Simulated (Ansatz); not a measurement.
The first iterations of a band of CH$_{6}$O$_{2}$Si$_{2}$ (11 atoms, charge 0, multiplicity 1).

All numbers below come from RKS PBE0/def2-SVP in Ansatz 0.2.0.

```yaml
movable_images: 5
climbing_image: yes
spring: 5.0 eV/Å²
optimiser: quadratic models (default)
start_path: through a guess of the saddle point
force_threshold: 0.5 eV/Å
iteration_limit: 60
end_points: relaxed
```

First end point:

```xyz
11
Properties=species:S:1:pos:R:3
C 0.635 1.104 0.172
O -0.631 0.946 0.799
Si -1.452 -0.495 0.588
O -0.406 -1.345 -0.401
Si 1.000 -0.518 -0.798
H 1.404 1.308 0.939
H 0.610 1.985 -0.493
H -1.648 -1.198 1.885
H -2.760 -0.272 -0.085
H 1.106 -0.323 -2.273
H 2.206 -1.249 -0.312
```

Last end point:

```xyz
11
Properties=species:S:1:pos:R:3
C 0.722 1.259 0.096
O -0.676 1.006 0.356
Si -1.158 -0.546 0.506
O 0.180 -1.378 -0.222
Si 1.514 -0.104 -1.072
H 1.249 1.349 1.064
H 0.794 2.245 -0.393
H -1.229 -1.077 1.896
H -2.403 -0.817 -0.249
H 0.486 0.139 -2.180
H 0.587 -2.134 0.219
```

| iteration | highest image above the first end (eV) | largest band force component (eV/Å) |
| --- | --- | --- |
| 1 | 4.761 | 9.740 |
| 2 | 3.274 | 4.774 |

Question: Does the band converge within its limit, and where does its top end?

Answer: The run converged. It ended after 7 iterations with the highest image 3.232 eV above the first end. The threshold of 0.5 eV/Å is loose, so the images may lie well off the minimum-energy path. Neighbouring images differ by up to 1.4 eV, so the band resolves the path poorly. The order of the stationary point at the top wasn't checked. The orbitals stay closed-shell, which can raise the energy where a bond breaks towards radicals; this wasn't checked here.

Run time: 3.2 min on 2 threads of Arm Neoverse N1, on a shared host, peak memory 0.25 GiB.
